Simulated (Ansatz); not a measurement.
## Worked example: the step energy

An elementary step of Si$_{2}$NH$_{9}$O, closed shell (Si₂H₆O ([SiH3][O][SiH3]) + NH₃ → Si₂NH₇O ([NH2][SiH2][O][SiH3]) + H₂; Si–H, H–N broken or loosened, Si–N, H–H formed or tightened). “Start” and “end” are the PBE0-D4/def2-TZVP structures reached by relaxing down either side of its saddle point, with the molecules still in contact.

Ansatz 0.2.0; basis: def2-TZVPP and def2-QZVPP; cores frozen in the correlated methods.

Energies in eV:

| quantity | end | start |
| --- | --- | --- |
| Hartree–Fock, triple zeta (X = 3) | -19390.83508 | -19390.48180 |
| Hartree–Fock, quadruple zeta (X = 4) | -19391.56253 | -19391.18508 |
| MP2 correlation, X = 3 | -19.97019 | -19.96519 |
| MP2 correlation, X = 4 | -21.48117 | -21.46155 |
| CCSD(T) correlation, X = 3 | -22.08055 | -22.13226 |

Q: Work out the step energy at the basis limit: extrapolate Hartree–Fock as E(X) = E∞ + A exp(−7.88 √X) and the MP2 correlation as E(X) = E∞ + B X^−2.97 (the exponents that Neese and Valeev fitted for def2-TZVPP and QZVPP), then add CCSD(T) − MP2 in triple zeta.

A: Each step is linear, so take the differences first (end − start): Hartree–Fock -0.35328 (X = 3) and -0.37745 (X = 4); MP2 correlation -0.00500 and -0.01962; CCSD(T) correlation 0.05171.
Two points give E∞ = E(4) + w [E(4) − E(3)], with w = 1/(exp(7.88 (2 − √3)) − 1) = 0.1377 for Hartree–Fock and w = 1/((4/3)^2.97 − 1) = 0.7407 for the correlation.
Hartree–Fock: -0.37745 + 0.1377 × (-0.02417) = -0.3808 eV.
MP2 correlation: -0.01962 + 0.7407 × (-0.01462) = -0.0304 eV.
CCSD(T) − MP2: 0.05171 − (-0.00500) = 0.0567 eV.
Sum: -0.3808 + (-0.0304) + 0.0567 = -0.3545 eV, or -8.17 kcal/mol. Plain CCSD(T) in triple zeta gives -0.3016 eV, so the larger basis shifts the result by -0.0529 eV.

No T1 diagnostic of these runs exceeds 0.012.

Labels in which every atom is bracketed show which atoms are joined, not bond orders.

For scale, one of the runs: CCSD(T)/def2-TZVPP, 272 basis functions, launched by `ansatz run in.yaml --threads 8 --pin off --events-out ev --progress --plain --max-ram 19148MiB`. Hardware: 8 CPU threads of an Arm Neoverse V1, shared host. Wall time 94 s; peak host memory 6.9 GiB.
